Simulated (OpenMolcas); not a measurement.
# 3d⁴ along the 22-electron sequence

```
Program             : OpenMolcas
Method              : MS-CASPT2, IPEA 0.25 Eh, imaginary shift 0.1 Eh
Basis               : ANO-RCC-VTZP
Scalar Hamiltonian  : DKH2, point nucleus
Spin-orbit coupling : RASSI with atomic mean-field integrals over the reference wave functions, term energies averaged over their components
```

Active space for each ion: 4 electrons in 5 orbitals (3d); closed shells correlated by CASPT2: 3s 3p.

Computed levels in cm-1 above ⁵D₀:

| Level | Mn3+ | Fe4+ | Co5+ | Ni6+ | Cu7+ |
| --- | --- | --- | --- | --- | --- |
| ⁵D₁ | 103 | 154 | 221 | 294 | 397 |
| ⁵D₂ | 303 | 452 | 644 | 850 | 1136 |
| ⁵D₃ | 591 | 877 | 1241 | 1625 | 2150 |
| ⁵D₄ | 957 | 1411 | 1985 | 2580 | 3380 |
| ³P₀(1) | 20800 | 24570 | 28460 | 30560 | 33290 |
| ³P₁(1) | 21420 | 25490 | 29780 | 32300 | 35610 |
| ³H₄ | 21570 | 25410 | 29600 | 32260 | 35530 |
| ³H₅ | 21790 | 25740 | 30100 | 32930 | 36460 |
| ³H₆ | 22040 | 26110 | 30630 | 33630 | 37390 |
| weight of ⁵D in the lowest level (%) | 100 | 100 | 100 | 99 | 99 |

Measured, with the error of the calculation in %. Measured levels: Mn3+ from Corliss and Sugar, J. Phys. Chem. Ref. Data 6, 1253 (1977); Fe4+ from Corliss and Sugar, J. Phys. Chem. Ref. Data 11, 135 (1982); Co5+ from Sugar and Corliss, J. Phys. Chem. Ref. Data 10, 1097 (1981); Ni6+ from Corliss and Sugar, J. Phys. Chem. Ref. Data 10, 197 (1981).

```csv
Level,Mn3+,Fe4+,Co5+,Ni6+
⁵D₁,99.0 (+3.7),142 (+8.5),204 (+8.5),279 (+5.5)
⁵D₂,287 (+5.5),417 (+8.3),589 (+9.4),804 (+5.8)
⁵D₃,552 (+7.0),803 (+9.2),1125 (+10.4),1520 (+6.9)
⁵D₄,886 (+8.1),1283 (+10.0),1782 (+11.4),2392 (+7.7)
³P₀(1),20654 (+0.7),24055 (+2.2),27166 (+4.8),30077 (+1.6)
³P₁(1),21279 (+0.7),24973 (+2.1),28462 (+4.6),31836 (+1.5)
³H₄,21281 (+1.4),24932 (+1.9),28377 (+4.3),31672 (+1.9)
³H₅,21475 (+1.5),25226 (+2.0),28806 (+4.5),32286 (+2.0)
³H₆,21679 (+1.7),25528 (+2.3),29234 (+4.8),32877 (+2.3)
```

The fine-structure level ⁵D₄ changes by a factor of 3.53 from Mn3+ to Cu7+. Its fourth root runs 5.56, 6.13, 6.67, 7.13, 7.62, with steps per unit of Z of 0.57, 0.55, 0.45, 0.50; equal steps would mean a (Z - σ)^4 law with constant σ.

³P₀(1) changes by a factor of 1.6 over the same range, with steps per unit of Z of +3770, +3890, +2100, +2730 cm-1.

CASPT2 does not keep the components of a term degenerate, so their means are used; among the terms shown or strongly mixed into the levels shown the widest spread is 430 cm-1 (3d⁴ ³H, Mn3+). The CASPT2 spread within a term exceeds the gap to the next term for 3d⁴ ³H and 3d⁴ ³P(1), so the order of their levels is uncertain (holds for Mn3+; Fe4+). Measured partners are found by configuration, term and J. A level has none where our copy of the source lacks it or the pairing is in doubt (some pairs that miss far off the trend of their configuration count as doubtful), and it then counts in no deviation. Levels of configurations outside the active space are missing.

A number in round brackets counts repeated terms of one configuration in the order of the reference energies.
